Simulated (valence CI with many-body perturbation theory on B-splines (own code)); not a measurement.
## Which ion has this spectrum?

A relativistic CI+MBPT calculation for an atom or ion with 6 electrons gives these levels (eV):

| J | Parity | E | g |
| --- | --- | --- | --- |
| 0 | even | 0.00 |  |
| 1 | even | 64.06 | 1.49 |
| 2 | even | 74.98 | 1.22 |
| 2 | even | 146.80 | 1.26 |
| 2 | odd | 170.53 | 1.79 |
| 0 | even | 172.35 |  |
| 1 | odd | 215.92 | 0.93 |
| 2 | odd | 240.42 | 1.40 |
| 3 | odd | 259.52 | 1.32 |
| 0 | odd | 282.18 |  |
| 1 | odd | 288.97 | 1.27 |
| 2 | odd | 297.63 | 1.17 |
| 1 | odd | 306.82 | 1.52 |
| 2 | odd | 354.58 | 1.27 |

The energies are calculated, and their last digits are not significant.

Problem. Which is it?
A. Nb35+
B. Rb31+
C. Br29+
D. Sr32+

Solution. D. Sr32+, ground level (2s^2 2p1/2^2) J=0.
